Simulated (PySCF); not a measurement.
Mayer bond orders and bond lengths

Species: C₆H₈O.
Numbering: `[O:1]=[CH:2]/[CH:3]=[CH:4]\[CH:5]1[CH2:6][CH2:7]1` (hydrogens: H8 on C2; H9 on C3; H10 on C4; H11 on C5; H12, H13 on C6; H14, H15 on C7)

Geometry (GFN2-xTB, Å), atoms numbered from 1 in this order:
```xyz
15
C6H8O angstrom
O      1.528    2.172   -0.340
C      2.191    1.340    0.236
C      1.781    0.004    0.634
C      0.571   -0.543    0.423
C     -0.559    0.089   -0.237
C     -1.955   -0.247    0.246
C     -1.489   -0.779   -1.059
H      3.240    1.569    0.516
H      2.539   -0.578    1.140
H      0.396   -1.556    0.772
H     -0.383    1.097   -0.586
H     -2.676    0.555    0.258
H     -2.047   -0.931    1.077
H     -1.259   -1.831   -1.133
H     -1.883   -0.352   -1.968
```

Bond orders from the PBE0/pcSseg-1 density (PySCF). The structure is a single GFN2-xTB conformer in the gas phase; no vibrational or solvent corrections.

(1) Where do the orders between heavy atoms depart from those drawn in the SMILES?

(2) Set the Mayer orders of the bonds between heavy atoms beside their lengths.

Answers

(1) The largest departure is 0.202, at C3–C4 (drawn double, 1.798).

(2) 
| bond | drawn as | length (Å) | Mayer order |
| --- | --- | --- | --- |
| O1–C2 | double | 1.210 | 1.935 |
| C2–C3 | single | 1.454 | 1.072 |
| C3–C4 | double | 1.345 | 1.798 |
| C4–C5 | single | 1.453 | 1.071 |
| C5–C6 | single | 1.515 | 0.903 |
| C6–C7 | single | 1.485 | 0.984 |
| C7–C5 | single | 1.515 | 0.903 |

Bonds between the same two heavy elements. C–C: lowest C5–C6 and C7–C5 (0.903, 1.515 Å), highest C3–C4 (1.798, 1.345 Å). Bonds named together lie within 0.004.

Problem. And the bonds to hydrogen?

Solution. C–H: 0.93 to 0.96 (8 bonds).

Problem. Sum the orders of all bonds at each heavy atom with more than one neighbour and set the sums beside the valence in the SMILES.

Solution. C2 3.941 (drawn 4), C3 3.813 (drawn 4), C4 3.818 (drawn 4), C5 3.804 (drawn 4), C6 3.798 (drawn 4), C7 3.798 (drawn 4). Orders between atoms that aren't bonded are not in these sums.

The Mayer order sums products of elements of PS (density times overlap matrix) between the two atoms' basis functions, so it depends on the basis set.
